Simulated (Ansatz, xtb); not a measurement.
# Two isomers of FH8NSi3

We compare X, `N[SiH2][SiH2][SiH2]F`, a singlet, with Y, `N[Si](F)([SiH3])[SiH3]`, a singlet. Both are isolated molecules in the gas phase, relaxed with B3LYP-D3(BJ)/def2-SVP; the shapes shown needn't be the lowest conformers.

X (Å):

```xyz
13

F     2.4005   -1.7998   -0.5440
N     0.7864    3.1053   -1.5197
Si    1.2900    1.4641   -1.2244
Si    0.6030    0.4838    0.8200
Si    1.4055   -1.7276    0.7614
H    -0.2010    3.2946   -1.6698
H     1.2013    3.8489   -0.9645
H     2.7803    1.4342   -1.2411
H     0.7433    0.6098   -2.3177
H     1.1696    1.2130    1.9976
H    -0.8871    0.4790    0.9603
H     2.2075   -2.1184    1.9561
H     0.3201   -2.7288    0.5523
```

Y (Å):

| atom | x (Å) | y (Å) | z (Å) |
| --- | --- | --- | --- |
| F | 0.2924 | 0.6404 | 0.7736 |
| N | -1.4378 | -0.1707 | -1.2932 |
| Si | -0.1125 | -0.5715 | -0.2693 |
| Si | 1.7554 | -0.9283 | -1.6461 |
| Si | -0.7695 | -2.4018 | 1.0461 |
| H | -2.3914 | -0.1556 | -0.9430 |
| H | -1.3268 | 0.4651 | -2.0780 |
| H | 1.5820 | -2.1980 | -2.4127 |
| H | 3.0064 | -1.0225 | -0.8386 |
| H | 1.8940 | 0.1984 | -2.6194 |
| H | 0.2137 | -2.6563 | 2.1390 |
| H | -0.8689 | -3.6248 | 0.1951 |
| H | -2.1092 | -2.1370 | 1.6552 |

Problem. Which of the two would you expect CCSD(T)/def2-SVP + ΔMP2/def2-TZVPP electronic energies to favour?

Solution. Structure Y; the calculation gives E(Y) − E(X) = −5.7 kcal/mol.

How the difference moves with the method:

```tsv
level	geometry	E(Y) − E(X) (kcal/mol)	departure from the last row (kcal/mol)	job, with rough time for the two
B3LYP-D3(BJ)/def2-SVP	B3LYP-D3(BJ)/def2-SVP	−6.2	−0.5	optimisation, 2.4 min
HF/def2-SVP	B3LYP-D3(BJ)/def2-SVP	−5.0	+0.7	part of the CCSD(T) run
MP2/def2-SVP	B3LYP-D3(BJ)/def2-SVP	−5.5	+0.1	part of the CCSD(T) run
CCSD(T)/def2-SVP	B3LYP-D3(BJ)/def2-SVP	−5.7	0.0	single point
CCSD(T)/def2-SVP + ΔMP2/def2-TZVPP	B3LYP-D3(BJ)/def2-SVP	−5.7		single point, 52 s
```

As drawn, both hold the same kinds of bond in the same numbers.

The levels shown agree on the order. The largest departure from CCSD(T)/def2-SVP + ΔMP2/def2-TZVPP is that of HF/def2-SVP, 0.7 kcal/mol. Levels run at GFN2-xTB geometries aren't shown. The last row adds to CCSD(T) the change of the MP2 difference between the two basis sets, here 0.0 kcal/mol.

With thermal terms from frequencies at re-optimised GFN2-xTB minima (ideal gas, soft modes damped towards free rotors, one conformer each, 298.15 K, 1 atm): on the last row, ΔE + ΔZPE = −6.4, ΔH = −5.9, ΔG = −6.7 kcal/mol.

The correlated steps freeze 17 core orbitals. Run with Ansatz 0.2.0, xtb 6.7.1; the last row on 2 threads of Arm Neoverse V2 on a shared host.
